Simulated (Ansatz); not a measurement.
Reaction (homolysis of the Ge–I bond): `[F][GeH2][I]` → `[F][GeH2]`• + I•

Program: Ansatz. Geometries: PBE0-D4/def2-TZVP. ΔE: electronic, gas phase. CCSD(T)/CBS adds triple-zeta CCSD(T) − MP2 to the extrapolated MP2 energy (def2 sets, frozen cores). Functionals use def2-TZVPP. Open shells (•) are unrestricted, without spin–orbit coupling. Spin–orbit coupling would lower the free atoms: strongly for I. Elements past krypton have def2 core potentials. For Ge, I outer-core shells are correlated without core-valence functions, so the limit isn't a true one: a few kJ/mol of doubt a bond, and 10 to 20 or more in all where bonds break to atoms. Scalar relativity is left out up to krypton.

`[F][GeH2][I]`:

Z-matrix (Å, degrees):
```
Ge
F 1 1.734
I 1 2.492 2 107.2
H 1 1.530 2 106.6 3 -117.7
H 1 1.530 2 106.6 3 117.7
```

`[F][GeH2]`•:

Cartesian coordinates in Å:
```
F -1.287 0.881 -0.021
Ge 0.283 0.169 -0.289
H 1.001 0.225 1.083
H 0.003 -1.276 -0.774
```

CCSD(T)/CBS gives +335.5 kJ/mol.

Q: Another level gave +312.4 kJ/mol. Which?
A. CAM-B3LYP-D4/def2-TZVPP
B. BLYP/def2-TZVPP
C. BLYP-D4/def2-TZVPP
D. B97M-V/def2-TZVPP

A: D. B97M-V 312.4, CAM-B3LYP-D4 302.1, BLYP 285.3, BLYP-D4 297.9 kJ/mol.

Largest T1 diagnostic among the species: 0.014.

Leaving LDA and LC-ωPBE aside and taking each functional with its dispersion term where it has one, the values, not all of them listed here, spread over 26.5 kJ/mol, from BLYP-D4 to PBE-QIDH. LDA lies +55.1 kJ/mol from PBE without D4, its usual overbinding. The D4 term adds +10.3 kJ/mol with B3LYP and +5.4 kJ/mol with PBE0; it sums over pairs of atoms, weighted by their polarisabilities, and B3LYP, whose exchange is more repulsive, gets the larger term.

B3LYP here is the variant with VWN-RPA as its local correlation; programs differ in this.

CCSD(T)/CBS has its own doubt, a few kJ/mol and more with outer-core shells, so smaller differences from it don't rank the levels.
